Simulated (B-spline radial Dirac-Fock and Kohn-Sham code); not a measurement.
## Two-hole binding energies of Tc⁶⁺

System: Tc⁶⁺ in the configuration [Kr] 4d1, inside a Watson sphere of charge -6 and radius 1.8 Å (a model of the Madelung potential; inside it an electron's potential energy is raised by 48.0 eV).

These are calculated numbers from a radial finite-basis atomic code; the model is ΔSCF Dirac-Fock with Breit, self-energy and vacuum polarisation, finite nucleus, configuration average. U is the two-hole binding energy less the two single-hole energies, the effective repulsion of the holes after relaxation. Each two-hole energy is an average over J within one jj subconfiguration.

| holes | E(a) (eV) | E(b) (eV) | E(ab) (eV) | U (eV) |
| --- | --- | --- | --- | --- |
| 1s⁻² | 21100.0 | 21100.0 | 42871.4 | 671.4 |
| 1s⁻¹ 2p3/2⁻¹ | 21100.0 | 2735.3 | 24015.3 | 180.0 |
| 1s⁻¹ 3p1/2⁻¹ | 21100.0 | 504.6 | 21665.8 | 61.2 |
| 1s⁻¹ 3p3/2⁻¹ | 21100.0 | 484.5 | 21643.4 | 58.9 |
| 1s⁻¹ 3d3/2⁻¹ | 21100.0 | 311.4 | 21465.5 | 54.0 |
| 1s⁻¹ 3d5/2⁻¹ | 21100.0 | 307.8 | 21461.2 | 53.5 |
| 2s⁻¹ 3p3/2⁻¹ | 3105.8 | 484.5 | 3642.7 | 52.4 |
| 2s⁻¹ 3d3/2⁻¹ | 3105.8 | 311.4 | 3472.1 | 54.9 |
| 2s⁻¹ 3d5/2⁻¹ | 3105.8 | 307.8 | 3468.0 | 54.5 |
| 2p1/2⁻¹ 3d3/2⁻¹ | 2851.7 | 311.4 | 3216.8 | 53.6 |
| 2p1/2⁻¹ 3d5/2⁻¹ | 2851.7 | 307.8 | 3215.0 | 55.4 |
| 3p1/2⁻² | 504.6 | 504.6 | 1054.8 | 45.6 |
| 3p3/2⁻² | 484.5 | 484.5 | 1011.7 | 42.7 |
| 3d3/2⁻² | 311.4 | 311.4 | ? | ? |

Task: Give the missing two-hole energy and U.

Result: E(ab) = 667.9 eV and U = 45.0 eV.
